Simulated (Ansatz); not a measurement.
Ansatz (a quantum-chemistry and plane-wave program) input for Sn(Cl)(Me)(OH)2 (CH5ClO2Sn), SMILES [CH3][Sn]([OH])([OH])[Cl], PBE-D3(BJ)/def2-SVP. 

Ansatz 0.2 input:
```yaml
crystal:
  periodic: [false, false, false]
  atoms:
    - {symbol: C, position_ang: [2.17776079, -0.16502396, -0.48034699]}
    - {symbol: Sn, position_ang: [0.09092582, 0.07368493, -0.22020177]}
    - {symbol: O, position_ang: [-0.99638381, -0.98098177, -1.48878466]}
    - {symbol: O, position_ang: [-0.35182039, 1.98172695, -0.42899780]}
    - {symbol: Cl, position_ang: [-0.67128495, -0.63292832, 1.89643171]}
    - {symbol: H, position_ang: [2.35107803, -0.76902870, -1.38055724]}
    - {symbol: H, position_ang: [2.63035768, 0.82862438, -0.59345125]}
    - {symbol: H, position_ang: [2.58930659, -0.67280927, 0.40118459]}
    - {symbol: H, position_ang: [-1.68485738, -1.47648937, -1.02825372]}
    - {symbol: H, position_ang: [-1.30126309, 2.14942056, -0.40383151]}
basis:
  gaussian:
    orbitals: def2-SVP
hamiltonian:
  xc: pbe
  dispersion: d3bj
relax: {f_tol: 0.002, max_steps: 200}
```

Program output:

```
Functional definition: PBE
integrals: 0.06 GiB planned
1220 factors; their error is unknown
mean field: 0.31 GiB planned
mean field evaluation 1: about -23531.9126 eV, gradient 9.4e1 eV
mean field evaluation 2: about -23442.6792 eV, gradient 2.1e2 eV
mean field evaluation 4: about -23548.7305 eV, gradient 2.0e1 eV
mean field evaluation 8: about -23549.6486 eV, gradient 3.1e-1 eV
mean field evaluation 16: about -23549.6132 eV, gradient 2.2e-4 eV
mean field -23549.61321965 eV, -865.4323233211 hartree, gradient 4.3e-5 eV, S^2 0.000000; 0 other end points of the search recorded, 0 dependent functions left out
the calculation of the forces begins
reference -23549.61326021 eV, -865.4323248114 hartree; 33, 33 occupied and 78, 78 virtual orbitals, 1220 factors
relax step   1: F+E_penalty+E_count = -23549.82666831 eV  Δ(F+E_penalty+E_count) = +0.000e0 eV  max|allowed force component| = 7.233e-1 eV/Å  Δτ_max = 0.0000 Å  (27 SCF iters, accepted)
these checks for a lower state are left out or cut short: starts, cluster_reference, orbital_swaps, neighbouring_geometries, increment
integrals: 0.06 GiB planned
1220 factors; their error is unknown
mean field: 0.31 GiB planned
mean field -23549.65058325 eV, -865.4336964080 hartree, gradient 1.4e-5 eV, S^2 0.000000; 0 other end points of the search recorded, 0 dependent functions left out
the calculation of the forces begins
reference -23549.65062400 eV, -865.4336979055 hartree; 33, 33 occupied and 78, 78 virtual orbitals, 1220 factors
relax step   2: F+E_penalty+E_count = -23549.86124970 eV  Δ(F+E_penalty+E_count) = -3.458e-2 eV  max|allowed force component| = 1.839e-1 eV/Å  Δτ_max = 0.0516 Å  (30 SCF iters, accepted)
these checks for a lower state are left out or cut short: starts, cluster_reference, orbital_swaps, neighbouring_geometries, increment
integrals: 0.06 GiB planned
1220 factors; their error is unknown
mean field: 0.31 GiB planned
mean field evaluation 32: about -23549.6533 eV, gradient 1.6e-5 eV
mean field -23549.65329883 eV, -865.4337962038 hartree, gradient 1.6e-5 eV, S^2 0.000000; 0 other end points of the search recorded, 0 dependent functions left out
the calculation of the forces begins
reference -23549.65333960 eV, -865.4337977021 hartree; 33, 33 occupied and 78, 78 virtual orbitals, 1220 factors
relax step   3: F+E_penalty+E_count = -23549.86429073 eV  Δ(F+E_penalty+E_count) = -3.041e-3 eV  max|allowed force component| = 5.388e-2 eV/Å  Δτ_max = 0.0171 Å  (30 SCF iters, accepted)
these checks for a lower state are left out or cut short: starts, cluster_reference, orbital_swaps, neighbouring_geometries, increment
integrals: 0.06 GiB planned
1220 factors; their error is unknown
mean field: 0.31 GiB planned
mean field -23549.65374080 eV, -865.4338124457 hartree, gradient 1.8e-5 eV, S^2 0.000000; 0 other end points of the search recorded, 0 dependent functions left out
the calculation of the forces begins
reference -23549.65378158 eV, -865.4338139446 hartree; 33, 33 occupied and 78, 78 virtual orbitals, 1220 factors
relax step   4: F+E_penalty+E_count = -23549.86496307 eV  Δ(F+E_penalty+E_count) = -6.723e-4 eV  max|allowed force component| = 4.405e-2 eV/Å  Δτ_max = 0.0140 Å  (30 SCF iters, accepted)
these checks for a lower state are left out or cut short: starts, cluster_reference, orbital_swaps, neighbouring_geometries, increment
integrals: 0.06 GiB planned
1220 factors; their error is unknown
mean field: 0.31 GiB planned
mean field -23549.65390383 eV, -865.4338184371 hartree, gradient 1.4e-5 eV, S^2 0.000000; 0 other end points of the search recorded, 0 dependent functions left out
the calculation of the forces begins
reference -23549.65394462 eV, -865.4338199359 hartree; 33, 33 occupied and 78, 78 virtual orbitals, 1220 factors
relax step   5: F+E_penalty+E_count = -23549.86511148 eV  Δ(F+E_penalty+E_count) = -1.484e-4 eV  max|allowed force component| = 9.757e-3 eV/Å  Δτ_max = 0.0042 Å  (24 SCF iters, accepted)
these checks for a lower state are left out or cut short: starts, cluster_reference, orbital_swaps, neighbouring_geometries, increment
integrals: 0.06 GiB planned
1220 factors; their error is unknown
mean field: 0.31 GiB planned
mean field -23549.65391540 eV, -865.4338188620 hartree, gradient 1.6e-5 eV, S^2 0.000000; 0 other end points of the search recorded, 0 dependent functions left out
the calculation of the forces begins
reference -23549.65395618 eV, -865.4338203609 hartree; 33, 33 occupied and 78, 78 virtual orbitals, 1220 factors
relax step   6: F+E_penalty+E_count = -23549.86514069 eV  Δ(F+E_penalty+E_count) = -2.921e-5 eV  max|allowed force component| = 3.150e-3 eV/Å  Δτ_max = 0.0045 Å  (24 SCF iters, accepted)
these checks for a lower state are left out or cut short: starts, cluster_reference, orbital_swaps, neighbouring_geometries, increment
integrals: 0.06 GiB planned
1220 factors; their error is unknown
mean field: 0.31 GiB planned
mean field -23549.65391193 eV, -865.4338187347 hartree, gradient 1.7e-5 eV, S^2 0.000000; 0 other end points of the search recorded, 0 dependent functions left out
the calculation of the forces begins
reference -23549.65395271 eV, -865.4338202334 hartree; 33, 33 occupied and 78, 78 virtual orbitals, 1220 factors
relax step   7: F+E_penalty+E_count = -23549.86515012 eV  Δ(F+E_penalty+E_count) = -9.435e-6 eV  max|allowed force component| = 2.905e-3 eV/Å  Δτ_max = 0.0036 Å  (24 SCF iters, accepted)
these checks for a lower state are left out or cut short: starts, cluster_reference, orbital_swaps, neighbouring_geometries, increment
integrals: 0.06 GiB planned
1220 factors; their error is unknown
mean field: 0.31 GiB planned
mean field evaluation 64: about -23549.6539 eV, gradient 1.9e-5 eV
mean field -23549.65390891 eV, -865.4338186236 hartree, gradient 1.9e-5 eV, S^2 0.000000; 0 other end points of the search recorded, 0 dependent functions left out
the calculation of the forces begins
reference -23549.65394968 eV, -865.4338201221 hartree; 33, 33 occupied and 78, 78 virtual orbitals, 1220 factors
relax step   8: F+E_penalty+E_count = -23549.86515941 eV  Δ(F+E_penalty+E_count) = -9.285e-6 eV  max|allowed force component| = 2.405e-3 eV/Å  Δτ_max = 0.0052 Å  (30 SCF iters, accepted)
these checks for a lower state are left out or cut short: starts, cluster_reference, orbital_swaps, neighbouring_geometries, increment
integrals: 0.06 GiB planned
1220 factors; their error is unknown
mean field: 0.31 GiB planned
mean field -23549.65390668 eV, -865.4338185417 hartree, gradient 1.9e-5 eV, S^2 0.000000; 0 other end points of the search recorded, 0 dependent functions left out
the calculation of the forces begins
reference -23549.65394744 eV, -865.4338200398 hartree; 33, 33 occupied and 78, 78 virtual orbitals, 1220 factors
relax step   9: F+E_penalty+E_count = -23549.86516235 eV  Δ(F+E_penalty+E_count) = -2.947e-6 eV  max|allowed force component| = 3.476e-3 eV/Å  Δτ_max = 0.0037 Å  (24 SCF iters, accepted)
these checks for a lower state are left out or cut short: starts, cluster_reference, orbital_swaps, neighbouring_geometries, increment
integrals: 0.06 GiB planned
1220 factors; their error is unknown
mean field: 0.31 GiB planned
mean field -23549.65390810 eV, -865.4338185938 hartree, gradient 1.3e-5 eV, S^2 0.000000; 0 other end points of the search recorded, 0 dependent functions left out
the calculation of the forces begins
reference -23549.65394886 eV, -865.4338200917 hartree; 33, 33 occupied and 78, 78 virtual orbitals, 1220 factors
relax step  10: F+E_penalty+E_count = -23549.86516183 eV  Δ(F+E_penalty+E_count) = +5.245e-7 eV  max|allowed force component| = 2.437e-3 eV/Å  Δτ_max = 0.0036 Å  (23 SCF iters, rejected (line search))
these checks for a lower state are left out or cut short: starts, cluster_reference, orbital_swaps, neighbouring_geometries, increment
integrals: 0.06 GiB planned
1220 factors; their error is unknown
mean field: 0.31 GiB planned
mean field -23549.65391376 eV, -865.4338188018 hartree, gradient 5.6e-5 eV, S^2 0.000000; 0 other end points of the search recorded, 0 dependent functions left out
the calculation of the forces begins
reference -23549.65395452 eV, -865.4338202999 hartree; 33, 33 occupied and 78, 78 virtual orbitals, 1220 factors
relax step  11: F+E_penalty+E_count = -23549.86516385 eV  Δ(F+E_penalty+E_count) = -1.496e-6 eV  max|allowed force component| = 2.717e-4 eV/Å  Δτ_max = 0.0012 Å  (19 SCF iters, accepted)
integrals: 0.06 GiB planned
1220 factors; their error is unknown
mean field: 0.31 GiB planned
mean field evaluation 96: about -23549.6539 eV, gradient 1.7e-3 eV
mean field -23549.65391376 eV, -865.4338188018 hartree, gradient 5.6e-5 eV, S^2 0.000000; 1 other end points of the search recorded, 0 dependent functions left out
the calculation of the forces begins
reference -23549.65395452 eV, -865.4338202999 hartree; 33, 33 occupied and 78, 78 virtual orbitals, 1220 factors
Total energy: -23549.86520462 eV, -865.4415835977 hartree
Atom 0 at     2.192930    -0.163207    -0.482578 Å, force    -0.000272     0.000071     0.000111 eV/Å
Atom 1 at     0.080970     0.072095    -0.220747 Å, force    -0.000095    -0.000215     0.000114 eV/Å
Atom 2 at    -1.018699    -0.994641    -1.514869 Å, force     0.000158     0.000146    -0.000107 eV/Å
Atom 3 at    -0.337158     2.014650    -0.437665 Å, force    -0.000089     0.000096    -0.000032 eV/Å
Atom 4 at    -0.691143    -0.654019     1.915076 Å, force     0.000129    -0.000027    -0.000149 eV/Å
Atom 5 at     2.363068    -0.768890    -1.391472 Å, force    -0.000036    -0.000037    -0.000077 eV/Å
Atom 6 at     2.639939     0.841800    -0.591156 Å, force     0.000182     0.000065    -0.000020 eV/Å
Atom 7 at     2.598397    -0.677206     0.407601 Å, force     0.000065    -0.000000     0.000078 eV/Å
Atom 8 at    -1.690982    -1.490015    -1.005538 Å, force    -0.000146    -0.000021     0.000148 eV/Å
Atom 9 at    -1.303502     2.155629    -0.405461 Å, force     0.000105    -0.000078    -0.000064 eV/Å
Dipole moment:     0.153455    -0.101991    -0.087185 e Å
```

The calculation finished and met its thresholds.

Cost: around 40 core-seconds (rough).
